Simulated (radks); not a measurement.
Spherical quantum dot in the effective-mass picture: electrons in a hard-walled sphere of radius 5.81, with a point charge +1 (a donor) at the centre, all in effective atomic units (hartree* = m*/eps^2 hartree, bohr* = eps/m* bohr), one dielectric constant everywhere. Method: non-relativistic Kohn-Sham, PBE, spin-polarised, spherical densities; computed with a radial shooting solver with Libxc functionals. Levels are named by radial order and angular momentum (1s, 1p, 1d, 2s, ...), and open shells are averaged over m. Results are scaled to m* = 0.329 and eps = 4.7, for which hartree* = 405.3 meV and bohr* = 0.756 nm.

N = 8, configuration 1s2 1p6. This is the lowest configuration that the search found. Occupied and some empty levels:

| level | occupation | eigenvalue (meV) | <r> (nm) |
|---|---|---|---|
| 1s | 2 | 633.47 | 2.109 |
| 1p | 6 | 693.39 | 2.871 |
| 2s | 0 | 738.11 | 1.951 |
| 1d | 0 | 756.63 | 3.037 |
| 1f | 0 | 838.16 | 3.151 |

Energy (meV): total 2378.34, kinetic 970.55, external -1127.9, Hartree 3264.7, exchange-correlation -729.07.

Electron density:

| r (nm) | n(r) (e/nm^3) |
|---|---|
| 0.222 | 0.2585 |
| 0.441 | 0.1501 |
| 0.660 | 0.09305 |
| 0.879 | 0.06323 |
| 1.10 | 0.04798 |
| 1.32 | 0.04081 |
| 1.54 | 0.03812 |
| 1.76 | 0.03797 |
| 1.98 | 0.03916 |
| 2.20 | 0.04079 |
| 2.41 | 0.04202 |
| 2.63 | 0.04206 |
| 2.85 | 0.04021 |
| 3.07 | 0.03604 |
| 3.29 | 0.02956 |
| 3.51 | 0.02138 |
| 3.73 | 0.01293 |
| 3.95 | 0.005944 |
| 4.17 | 0.001495 |
| 4.39 | 3.333e-06 |
